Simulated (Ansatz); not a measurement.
Reaction (ligand exchange at the Al–N bond): `[NH2][Al]([OH])[OH]` + H₂S → `[OH][Al]([OH])[SH]` + NH₃

Gas-phase electronic energies from Ansatz, PBE0-D4/def2-TZVP geometries. CBS: MP2 limit from def2 TZ/QZ plus the TZ coupled-cluster correction, frozen cores. This one scheme is used for every species. DFT in def2-TZVPP. B3LYP here is the variant with VWN-RPA as its local correlation; programs differ in this. Each species was taken in one conformer, which may not be the lowest.

(1) Is it downhill or uphill in electronic energy at CCSD(T)/CBS, and by how much? (Best estimate.)

(2) What do these levels give: revPBE-D4, B97M-V, PBE0-D4, B3LYP-D4, BHLYP-D4, r2SCAN, B3LYP, r2SCANh, HF/def2-TZVPP, MP2/def2-TZVPP, SCS-MP2/def2-TZVPP, CCSD/def2-TZVPP? (Best estimate.)

Largest T1 diagnostic among the species: 0.012.

Results:

(1) Ansatz gave: Downhill: ΔE = -5.7 kcal/mol.

(2) Computed: revPBE-D4 -7.1, B97M-V -6.7, PBE0-D4 -7.0, B3LYP-D4 -5.2, BHLYP-D4 -5.2, r2SCAN -6.3, B3LYP -4.8, r2SCANh -6.3, HF/def2-TZVPP -4.6, MP2/def2-TZVPP -5.8, SCS-MP2/def2-TZVPP -4.9, CCSD/def2-TZVPP -4.8 kcal/mol.

At CCSD(T), def2-SVP lies +0.9 kcal/mol from the extrapolated value and def2-TZVPP +0.4 kcal/mol. In def2-TZVPP, CCSD(T) changes the Hartree–Fock value by −0.7 kcal/mol (the triples alone add −0.5 kcal/mol) and MP2 by −1.2 kcal/mol.
